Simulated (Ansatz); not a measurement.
```
atom   x (Å)   y (Å)    z (Å)
   N  0.0000  0.0000  -0.1204
   H  0.0000  0.0000   0.8427
```

Basis set: cc-pVDZ (spherical functions). Left uncorrelated: 1 orbital. Charge 0, multiplicity 3.

Computed with Ansatz (development build ahead of 0.2.0); each method stands on the lowest determinant of its kind that the runs found.

Q: Give the atomization energy at this shape (free ground-state atoms in the same class of orbitals less the molecule, no zero-point energy) of triplet NH by UHF-MP2, UHF.

A:

```csv
method,atomization energy
UHF-MP2,2.81 eV
UHF,1.96 eV
```

Caution: the shape is not the minimum.
